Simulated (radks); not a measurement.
Results of a calculation; reference values are marked as such.
Initial-state core-level shifts of neutral copper when its valence configuration changes from [Ar] 3d10 4s1. Level of theory: scalar-relativistic Kohn-Sham, LDA (Slater exchange, Perdew-Wang correlation), spin-polarised, spherical densities, finite nucleus; open shells are filled with parallel spins first; Fermi nuclear charge, rms radius 3.8823 fm (a radial shooting solver on a logarithmic mesh with Libxc functionals). Shifts are changes of the shell-averaged eigenvalues in eV (positive: less bound); the change of the density at the nucleus, which sets a Mossbauer isomer shift, is in e/bohr^3, on a base of 2.229e+04.

| valence | 1s | 2s | 3s | 3p | density at nucleus |
|---|---|---|---|---|---|
| 3d9 4s2 | -5.247 | -5.820 | -5.302 | -5.179 | +11.090 |
| 3d8 4s2 4p1 | -13.873 | -15.167 | -13.701 | -13.409 | +17.974 |
| 3d10 4p1 | -2.055 | -1.910 | -2.060 | -2.073 | -7.259 |
| 3d9 4s1 4p1 | -7.013 | -7.492 | -7.077 | -6.958 | +3.353 |
| 3d9.5 4s1.5 | -2.432 | -2.693 | -2.483 | -2.427 | +5.055 |
| 3d8 4s1 4p2 | -15.160 | -16.408 | -15.002 | -14.705 | +7.939 |
| 3d10 4s0.5 4p0.5 | -1.083 | -1.009 | -1.085 | -1.092 | -3.485 |
